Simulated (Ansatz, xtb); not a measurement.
Relaxing a trial structure of CH3BrSn

The starting geometry of this gas-phase singlet was built from a drawn formula by distance geometry and a force field; its bonds are those of `[CH][SnH2][Br]`.

```xyz
6

C    -1.3896   -1.8436    1.1515
Br    1.8397   -0.0226    2.1700
Sn   -0.3509    0.0508    0.9924
H    -0.7587   -2.6551    0.7186
H    -1.3707    1.3014    1.6661
H    -0.0910    0.3941   -0.7504
```

Predict what becomes of its bonds when it is optimised with r2SCAN-D4/def2-SVP.

It keeps its bonds, and is `[CH][SnH2][Br]`.

The energy falls by 0.20 eV over 10 steps:

```json
{"step": "1", "E − E(last) (eV)": "0.196"}
{"step": "2", "E − E(last) (eV)": "0.128"}
{"step": "3", "E − E(last) (eV)": "0.051"}
{"step": "4", "E − E(last) (eV)": "0.029"}
{"step": "5", "E − E(last) (eV)": "0.006"}
{"step": "6", "E − E(last) (eV)": "0.002"}
{"step": "7", "E − E(last) (eV)": "0.001"}
{"step": "8", "E − E(last) (eV)": "0.000"}
{"step": "9", "E − E(last) (eV)": "0.000"}
{"step": "10", "E − E(last) (eV)": "0.000"}
```

Final geometry (Å):

```xyz
6

C    -1.4330   -1.8490    0.7414
Br    1.8888   -0.0075    2.0462
Sn   -0.3573    0.0188    0.8842
H    -0.8091   -2.6374    1.2341
H    -1.3392    1.1226    1.7529
H    -0.0714    0.5776   -0.7107
```

From the same start GFN2-xTB ends elsewhere, differing in C1–Br2 (1.93 against 4.02 Å here).

The end wasn't checked by frequencies. Atoms past krypton carry core potentials, without spin–orbit terms. Run with Ansatz 0.2.0, 35 s on 1 thread of Arm Neoverse V1 (shared host).
